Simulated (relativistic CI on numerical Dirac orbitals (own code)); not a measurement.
These numbers are calculated, not measured: Dirac-Coulomb-Breit CI, separate exchange-only KLI orbitals for each configuration, model QED, valence Slater integrals scaled by 0.85, configuration energies shifted to the measured levels that pair with them (semi-empirical) (own radial code, finite nucleus).

Configuration list (outside the closed core 1s2): 2s2.2p3, 2s.2p4, 2s2.2p2.3s, 2s2.2p2.3p, 2s2.2p2.3d, 2s2.2p2.4s, 2s2.2p2.4p, 2s2.2p2.4d, 2s2.2p2.5s, 2p5, 2p4.3s, 2s.2p3.3s, 2s2.2p2.4f, 2p4.3p, 2s2.2p.3s2, 2s.2p3.3p, 2p4.3d, 2s2.2p.3s.3p, 2s.2p3.3d, 2s2.2p.3p2, 2s2.2p.3s.3d, 2s2.2p.3p.3d, 2s.2p3.4s, 2s.2p3.4p, 2s2.2p.3d2, 2s.2p2.3s2, 2s.2p3.4d, 2s.2p3.4f, 2s.2p2.3s.3p. Levels of other configurations are missing.

Configurations whose levels could be paired with our table of measured levels were shifted onto them, all but the ground configuration, by the median error of their levels; single terms can still be off by 1,000 to 2,000 cm⁻¹ or more, and rates follow the energies as ν³ (E1, M1) or ν⁵ (E2). The others borrow a shift and can be off by several thousand cm⁻¹ or more. The fine structure of a lone outer electron comes out too small, for d and f at times inverted, and misplaced configurations move strength between like terms. 27 of the 27 excited levels that our extract of the measured tables holds in this range could be paired (the sources list more); they are missed by 131 cm⁻¹ on average and 863 at most, after the shifts were fitted to these levels, and levels without a partner can miss by more. Some levels of the ground configuration have no partner and can miss by 10 % or more.

Outline of the computed level scheme of Ne IV. Lowest level of each configuration: 2s2.2p3 4S°_3/2 at 0.0000 eV; 2s.2p4 4P_5/2 at 22.7967 eV; 2s2.2p2.3s 4P_1/2 at 59.3510 eV; 2p5 2P°_3/2 at 61.7353 eV; 2s2.2p2.3p 2S°_1/2 at 64.0961 eV; 2s.2p3.3s 6S°_5/2 at 70.4657 eV; 2s2.2p2.3d 4F_3/2 at 71.0734 eV.

Some strong electric-dipole decays among the lowest 45 levels: 2s.2p4 2P_1/2 → 2s2.2p3 2D°_3/2 (1.9e+10 s⁻¹); 2s.2p4 2P_3/2 → 2s2.2p3 2D°_5/2 (1.7e+10 s⁻¹); 2s2.2p2.3s 2P_1/2 → 2s2.2p3 2D°_3/2 (1.3e+10 s⁻¹); 2s2.2p2.3s 2P_3/2 → 2s2.2p3 2D°_5/2 (1.2e+10 s⁻¹); 2s2.2p2.3s 2D_5/2 → 2s2.2p3 2D°_5/2 (9.5e+09 s⁻¹); 2s2.2p2.3s 2D_3/2 → 2s2.2p3 2D°_3/2 (9.1e+09 s⁻¹); 2s2.2p2.3s 2S_1/2 → 2s2.2p3 2P°_3/2 (8.5e+09 s⁻¹); 2s2.2p2.3s 2P_3/2 → 2s2.2p3 2P°_3/2 (8.3e+09 s⁻¹).

Rates of lines that live on the mixing of spin multiplicities can be off by large factors.
